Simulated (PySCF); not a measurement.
Bond curve of TlH

Set-up: PySCF, scalar-relativistic core potentials, basis sets Tl def2-SVPD with ECP60, H def2-SVPD. Energies in eV from Tl + H in their ground configurations at the same level. State: ¹Σ⁺ (singlet), closed shell.

Curves on a restricted Hartree–Fock reference rise too fast on stretching and do not dissociate correctly.

```tsv
R (Å)	PBEsol	HSE06	RHF-MP2
1.649	-2.292	-2.117	-2.007
1.726	-2.481	-2.308	-2.176
1.803	-2.591	-2.418	-2.267
1.861	-2.633	-2.459	-2.295
1.918	-2.648	-2.471	-2.296
1.976	-2.640	-2.461	-2.276
2.052	-2.602	-2.420	-2.222
2.148	-2.520	-2.333	-2.122
2.263	-2.388	-2.195	-1.970
2.417	-2.178	-1.975	-1.733
```

**Question.** Put a parabola through the three lowest points of the PBEsol curve and estimate Re, k and ωe (reduced mass 1.003 u; 1 eV/Å² = 0.16022 mdyn/Å; ωe = 1302.8·√(k/μ) cm⁻¹).

**Answer.** Through R = 1.861, 1.918, 1.976 Å the second-order coefficient is 3.49 eV/Å², so Re ≈ 1.927 Å, k ≈ 1.12 mdyn/Å and ωe ≈ 1375 cm⁻¹. A polynomial fit of higher order to the unrounded PBEsol energies gives Re = 1.925 Å, k = 1.06 mdyn/Å, ωe = 1336 cm⁻¹; anharmonicity and rounding make the difference.

The higher-order fit for each curve: PBEsol: Re = 1.925 Å, ωe = 1336 cm⁻¹, De = 2.65 eV; HSE06: Re = 1.920 Å, ωe = 1362 cm⁻¹, De = 2.47 eV; RHF-MP2: Re = 1.892 Å, ωe = 1397 cm⁻¹, De = 2.30 eV.

Correlated steps freeze 4 core orbitals. Correlated levels converge slowly with the basis: in double zeta they bind strong bonds too weakly, by up to about 1 eV, and carry superposition errors of some tenths. These are scalar-relativistic numbers at best; spin–orbit coupling would shift them, the dissociation energy most. Where the molecule has an RHF reference, its open-shell atoms are computed with UHF.
